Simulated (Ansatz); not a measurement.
H4O2SSi (`O[SiH](O)S`). Charge 0, multiplicity 1. The structure was optimised at the PBE0-D4/def2-TZVP level. It is one conformer, not always the lowest.

```xyz
8

O    -0.892   -0.220   -1.152
Si    0.012   -0.503    0.188
O    -0.886   -0.008    1.454
S     1.918    0.443   -0.004
H    -0.422   -0.194   -1.987
H     0.333   -1.925    0.418
H    -1.467    0.743    1.319
H     1.404    1.664   -0.237
```

(1) What is the dipole moment at PBE/def2-TZVPP? (An estimate is asked.)

(2) And with r2SCAN, B3LYP, ωB97M-V? (An estimate is asked.)

(3) Give the Mulliken charges with PBE, r2SCAN, B3LYP in def2-TZVPP. (Estimate.)

## Answers

(1) The calculation gave: 2.02 D, with components (-0.62, 1.29, -1.43) D in this frame, pointing from negative to positive charge.

(2) Computed: r2SCAN 2.08 D, B3LYP 2.02 D, ωB97M-V 2.05 D.

(3) The calculation gave: 
```tsv
atom	PBE	r2SCAN	B3LYP
O1	-0.34	-0.41	-0.39
Si2	0.55	0.69	0.67
O3	-0.35	-0.41	-0.39
S4	-0.28	-0.29	-0.29
H5	0.19	0.21	0.19
H6	-0.09	-0.10	-0.09
H7	0.19	0.21	0.19
H8	0.11	0.10	0.10
```

B3LYP here is the variant with VWN-RPA as its local correlation; programs differ in this.
